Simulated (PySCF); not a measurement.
C₈H₁₀O.
Cartesian coordinates in Å at the PBE0-D3(BJ)/def2-SVP level; atoms count from 1:
```xyz
19
C8H10O angstrom
C      3.5980    0.2411   -0.1577
C      2.3965    0.2948   -0.2966
C      0.9458    0.3531   -0.4626
C      0.2731    1.2522    0.5844
C     -1.2391    1.2325    0.4130
C     -1.8340   -0.1511    0.6654
C     -1.0064   -1.2706    0.0773
O      0.1558   -1.6343    0.8060
C      0.3445   -1.0418   -0.4537
H      4.6634    0.1911   -0.0297
H      0.7413    0.7755   -1.4652
H      0.6666    2.2744    0.4826
H      0.5533    0.8936    1.5877
H     -1.7083    1.9697    1.0830
H     -1.4819    1.5528   -0.6160
H     -1.9158   -0.3412    1.7491
H     -2.8576   -0.2052    0.2627
H     -1.5656   -2.1319   -0.3140
H      0.7354   -1.7157   -1.2290
```

All values: PBE0/pcSseg-1 (PySCF, non-relativistic), on one gas-phase PBE0-D3(BJ)/def2-SVP geometry that isn't relaxed in the solvent. The solvent is an IEF-PCM continuum (van der Waals radii × 1.2). Specific hydrogen bonds and non-electrostatic terms are outside this model.

```csv
run,E − E(gas) (kcal/mol),HOMO (eV),HOMO–LUMO gap (eV),dipole (D)
gas,0.00,-7.59,8.64,2.23
P,-2.34,-7.63,8.72,2.53
Q,-4.33,-7.69,8.76,2.82
```

**Question.** The runs were made in chloroform and cyclohexane. Which run belongs to which solvent?

**Answer.** P = cyclohexane, Q = chloroform. The dielectric constants are 2.017 (cyclohexane), 4.711 (chloroform), and the energy falls further as ε rises. In this model the ground state sees the solvent through ε alone.

**Question.** How constant is the ratio of the lowering to (ε − 1)/(2ε + 1)?

**Answer.** 
```tsv
solvent	(ε − 1)/(2ε + 1)	E − E(gas) (kcal/mol)	ratio (kcal/mol)	polarisation term (kcal/mol)
cyclohexane	0.202	-2.34	-11.6	-2.48
chloroform	0.356	-4.33	-12.2	-4.84
```

The ratio changes by +4.9 % in size from cyclohexane to chloroform. The polarisation term is half the interaction of the solute with the induced surface charges.

On an Arm Neoverse N1 with one thread, no GPU, shared host, this took 74 s wall, 64 s CPU. This is the whole shielding run at PBE0/pcSseg-1 in chloroform, SCF included.
